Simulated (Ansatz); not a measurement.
`O[Si](S)(Cl)Br` + H–F → `O[Si](F)(Cl)Br` + H₂S at 298.15 K and 1 bar (ligand exchange at the Si–S bond).

Isolated molecules relaxed with PBE0-D4/def2-TZVP in Ansatz; ΔE leaves out vibrations. CCSD(T)/CBS adds triple-zeta CCSD(T) − MP2 to the extrapolated MP2 energy (def2 sets, frozen cores). This one scheme is used for every species. For Br outer-core shells are correlated without core-valence functions, which leaves a few kJ/mol of doubt a bond. Scalar relativity is left out up to krypton. Each species was taken in one conformer, which may not be the lowest.

| species | CCSD(T)/CBS energy (Eh) | H − E (kJ/mol) | S (J/(mol·K)) |
| --- | --- | --- | --- |
| `O[Si](S)(Cl)Br` | -3796.51815 | 94.9 | 377.8 |
| H–F | -100.39570 | 33.5 | 173.6 |
| `O[Si](F)(Cl)Br` | -3497.97222 | 73.7 | 353.2 |
| H₂S | -398.97279 | 49.9 | 205.7 |

H − E and S are ideal-gas, rigid-rotor, harmonic terms from PBE0-D4/def2-TZVP, for one conformer and one mirror image of each species. 1 Eh = 2625.50 kJ/mol, R = 8.31446 J/(mol·K).

Question: By hand: ΔE, ΔH, ΔS and ΔG.

Answer: ΔE = (-3497.97222) + (-398.97279) − (-3796.51815) − (-100.39570) = -0.03116 Eh = -81.8 kJ/mol. Δ(H − E) = 73.7 + 49.9 − 94.9 − 33.5 = -4.8, so ΔH = -86.6 kJ/mol. ΔS = 353.2 + 205.7 − 377.8 − 173.6 = 7.5 J/(mol·K). ΔG = -86.6 − 298.15 × (7.5)/1000 = -88.8 kJ/mol.

Question: By hand: the equilibrium constant, and the temperature at which ΔG would vanish if ΔH and ΔS stayed fixed.

Answer: log₁₀ K = −ΔG/(RT ln 10) = 15.6. ΔH and −TΔS have one sign here, so there is no such temperature.

The number of gas molecules stays the same, so ΔS is small and ΔH decides. A doubt of 5 kJ/mol in ΔE shifts log₁₀ K by 0.9 here. Other conformers and mirror images would add mixing entropy, several J/(mol·K) or more a flexible species. These are equilibria of isolated gas molecules and say nothing of rates. Largest T1 diagnostic: 0.009 (customary marks: 0.02 for closed shells, 0.045 for open ones).

ΔS is within the doubt of such terms, so its sign, and with it that verdict, could turn.
